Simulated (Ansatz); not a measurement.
Born–Oppenheimer molecular dynamics of Cl₃FHf (5 atoms, charge 0, multiplicity 1). It goes on from the last frame of an earlier run, with new velocities.

Level of theory: RKS PBE/def2-SVP (Ansatz 0.2.0).

```
ensemble        : NVT, Nosé–Hoover chain
time step       : 1 fs
steps asked     : 150
set temperature : 2000 K
thermostat      : time constant 100 fs, chain length 3 (defaults)
seed            : 471174
```

Frames 5 fs apart, positions in Å, forces in eV/Å.

Velocities at 30.0 fs (Å/ps):

```
Hf 0.39 2.17 -1.27
F 2.61 -6.69 10.21
Cl -2.94 -3.08 1.61
Cl -1.02 -2.17 -0.37
Cl 0.60 -2.07 -0.31
```

```xyz
5
Properties=species:S:1:pos:R:3:forces:R:3 time_fs=30.0 energy_less_start_eV=0.522 T=698
Hf -0.025 0.042 -0.059 1.52 0.35 3.65
F 0.146 -0.286 2.002 -0.44 0.79 -3.27
Cl 2.242 -0.135 -0.749 -0.61 0.20 0.01
Cl -1.197 1.958 -0.839 0.21 -0.32 0.16
Cl -0.994 -1.881 -0.735 -0.68 -1.02 -0.55
5
Properties=species:S:1:pos:R:3:forces:R:3 time_fs=35.0 energy_less_start_eV=0.645 T=389
Hf -0.022 0.053 -0.063 1.19 -0.39 4.00
F 0.156 -0.314 2.032 -0.47 0.93 -3.57
Cl 2.226 -0.150 -0.741 -0.37 0.23 -0.09
Cl -1.202 1.947 -0.840 0.13 -0.14 0.09
Cl -0.993 -1.894 -0.738 -0.48 -0.62 -0.42
5
Properties=species:S:1:pos:R:3:forces:R:3 time_fs=40.0 energy_less_start_eV=0.596 T=521
Hf -0.017 0.063 -0.061 0.73 -1.14 3.89
F 0.160 -0.331 2.017 -0.47 1.00 -3.45
Cl 2.206 -0.163 -0.733 -0.04 0.24 -0.19
Cl -1.206 1.934 -0.841 0.04 0.06 0.02
Cl -0.995 -1.912 -0.744 -0.26 -0.16 -0.27
5
Properties=species:S:1:pos:R:3:forces:R:3 time_fs=45.0 energy_less_start_eV=0.408 T=1023
Hf -0.012 0.072 -0.055 0.20 -1.71 3.25
F 0.159 -0.335 1.958 -0.42 0.97 -2.80
Cl 2.187 -0.175 -0.727 0.34 0.23 -0.30
Cl -1.209 1.921 -0.842 -0.05 0.26 -0.03
Cl -1.000 -1.931 -0.753 -0.06 0.25 -0.12
5
Properties=species:S:1:pos:R:3:forces:R:3 time_fs=50.0 energy_less_start_eV=0.215 T=1550
Hf -0.006 0.079 -0.043 -0.39 -1.91 1.53
F 0.152 -0.327 1.863 -0.29 0.71 -1.12
Cl 2.169 -0.186 -0.723 0.72 0.21 -0.39
Cl -1.213 1.911 -0.843 -0.14 0.43 -0.04
Cl -1.004 -1.949 -0.762 0.09 0.57 0.02
5
Properties=species:S:1:pos:R:3:forces:R:3 time_fs=55.0 energy_less_start_eV=0.296 T=1381
Hf 0.000 0.084 -0.030 -1.01 -1.52 -2.04
F 0.141 -0.310 1.755 -0.03 0.02 2.36
Cl 2.156 -0.195 -0.721 1.04 0.18 -0.45
Cl -1.218 1.902 -0.844 -0.20 0.55 -0.01
Cl -1.009 -1.963 -0.771 0.20 0.77 0.13
5
Properties=species:S:1:pos:R:3:forces:R:3 time_fs=60.0 energy_less_start_eV=0.713 T=337
Hf 0.004 0.086 -0.020 -1.51 -0.75 -6.40
F 0.130 -0.294 1.676 0.26 -0.89 6.59
Cl 2.150 -0.203 -0.722 1.21 0.16 -0.45
Cl -1.224 1.898 -0.845 -0.23 0.60 0.03
Cl -1.012 -1.972 -0.779 0.26 0.88 0.23
5
Properties=species:S:1:pos:R:3:forces:R:3 time_fs=65.0 energy_less_start_eV=0.741 T=272
Hf 0.006 0.088 -0.017 -1.54 -0.72 -6.72
F 0.122 -0.287 1.677 0.26 -0.93 6.80
Cl 2.152 -0.210 -0.727 1.16 0.17 -0.42
Cl -1.232 1.897 -0.846 -0.18 0.53 0.07
Cl -1.013 -1.975 -0.786 0.30 0.96 0.27
5
Properties=species:S:1:pos:R:3:forces:R:3 time_fs=70.0 energy_less_start_eV=0.319 T=1387
Hf 0.006 0.088 -0.024 -1.15 -1.52 -2.58
F 0.117 -0.291 1.759 -0.01 -0.05 2.61
Cl 2.162 -0.216 -0.734 0.89 0.21 -0.36
Cl -1.241 1.900 -0.846 -0.06 0.36 0.07
Cl -1.012 -1.972 -0.791 0.32 1.00 0.27
5
Properties=species:S:1:pos:R:3:forces:R:3 time_fs=75.0 energy_less_start_eV=0.219 T=1714
Hf 0.005 0.086 -0.034 -0.69 -2.01 1.08
F 0.112 -0.297 1.878 -0.20 0.65 -1.12
Cl 2.179 -0.220 -0.744 0.50 0.26 -0.27
Cl -1.250 1.906 -0.846 0.09 0.14 0.08
Cl -1.009 -1.962 -0.795 0.30 0.97 0.23
5
Properties=species:S:1:pos:R:3:forces:R:3 time_fs=80.0 energy_less_start_eV=0.434 T=1227
Hf 0.003 0.082 -0.042 -0.27 -1.94 2.85
F 0.104 -0.294 1.987 -0.26 0.90 -2.97
Cl 2.199 -0.223 -0.756 0.08 0.30 -0.15
Cl -1.260 1.913 -0.846 0.23 -0.07 0.12
Cl -1.004 -1.944 -0.797 0.23 0.81 0.16
5
Properties=species:S:1:pos:R:3:forces:R:3 time_fs=85.0 energy_less_start_eV=0.662 T=685
Hf 0.000 0.075 -0.048 0.14 -1.49 3.51
F 0.093 -0.280 2.061 -0.26 0.91 -3.70
Cl 2.220 -0.224 -0.769 -0.31 0.34 -0.02
Cl -1.268 1.919 -0.844 0.35 -0.27 0.16
Cl -0.997 -1.922 -0.798 0.08 0.51 0.06
```

Of the whole run (150 fs, mean temperature of the second half 1421 K): The conserved energy stayed within 0.77 meV per atom of its start (net change 0.55 meV per atom), so the integration is sound. The mean temperature of the second half is 29 % below the set value. A run of 0.15 ps of so small a system gives no equilibrium averages.

Time of the run: 13 min on 1 thread of Arm Neoverse V1, on a shared host, peak memory 0.19 GiB.
